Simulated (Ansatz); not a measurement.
CH6AlFGe can be A, `[F][AlH][CH2][GeH3]`, or B, `[CH3][Al]([F])[GeH3]`.

Computed with Ansatz on PBE0-D4/def2-TZVP structures; ΔE is electronic, products minus reactants. CCSD(T)/CBS adds triple-zeta CCSD(T) − MP2 to the extrapolated MP2 energy (def2 sets, frozen cores). DFT in def2-TZVPP. B3LYP here is the variant with VWN-RPA as its local correlation; programs differ in this. For Ge outer-core shells are correlated without core-valence functions, which leaves a few kJ/mol of doubt a bond. Scalar relativity is left out up to krypton. One conformer a species, not always the lowest.

(1) Which isomer does CCSD(T)/CBS put lower? Give the gap. (An estimate is asked.)

(2) Give E(B) − E(A) in kJ/mol with MP2/def2-TZVPP, CCSD(T)/def2-SVP, HF/def2-TZVPP, B3LYP-D4, r2SCAN-D4, B3LYP, CCSD(T)/def2-TZVPP. (An estimate is asked.)

Largest T1 diagnostic: 0.012.

Answers

(1) Computed: B, by 34.4 kJ/mol.

(2) Computed: MP2/def2-TZVPP -27.0, CCSD(T)/def2-SVP -32.7, HF/def2-TZVPP -30.8, B3LYP-D4 -40.6, r2SCAN-D4 -42.1, B3LYP -43.7, CCSD(T)/def2-TZVPP -32.7. None reverses the order clearly.

Leaving LDA and LC-ωPBE aside and taking each functional with its dispersion term where it has one, the values, not all of them listed here, spread over 17.3 kJ/mol, from PBE-D4 to B97M-V. From PBE to PBE0 (25 % exact exchange), in def2-TZVPP and without D4, E(B) − E(A) moves by +4.1 kJ/mol.
